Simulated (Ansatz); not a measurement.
Basis sets compared for Li3Br4 (the lowest doublet isomer of a short search). The state is a doublet with charge 0. Geometry r2SCAN-D4/def2-SVP. Ansatz on 4 threads of Arm Neoverse V1 on a shared host; times are rough, and most runs start from earlier orbitals.

```
atom   x (Å)   y (Å)   z (Å)
 Li1   1.248   1.321  -0.118
 Li2  -1.090  -0.569   1.342
 Li3  -0.252  -1.207  -1.967
 Br4  -1.718  -2.079  -0.350
 Br5   1.240   0.128   2.152
 Br6  -0.833   1.980   1.229
 Br7   1.405   0.426  -2.288
```

In the doublet, Br5 and Br6 lie 2.93 Å apart (atoms count from 1), so these atoms are partly bonded to each other. The structure comes from a short search, and lower isomers may exist.

Binding counts from free atoms (Li doublet, Br doublet) in the same basis, without a counterpoise term.

```csv
level,functions,energy (Eh),HOMO (eV),LUMO (eV),binding per atom (eV),wall time
PBE-D4/def2-SVP,155,-10316.6623,-6.41,-5.94,2.61,6 s
PBE0-D4/def2-SVP,155,-10317.0369,-7.73,-5.21,2.57,9.5 s
```

**Question.** Estimate the rows for PBE-D4/def2-TZVP (with forces), PBE0-D4/def2-TZVP.

**Answer.** 
| level | functions | energy (Eh) | HOMO (eV) | LUMO (eV) | binding per atom (eV) | wall time |
| --- | --- | --- | --- | --- | --- | --- |
| PBE-D4/def2-TZVP (with forces) | 234 | -10317.9206 | -6.60 | -6.02 | 2.53 | 10 s |
| PBE0-D4/def2-TZVP | 234 | -10318.2925 | -7.86 | -5.24 | 2.50 | 19 s |
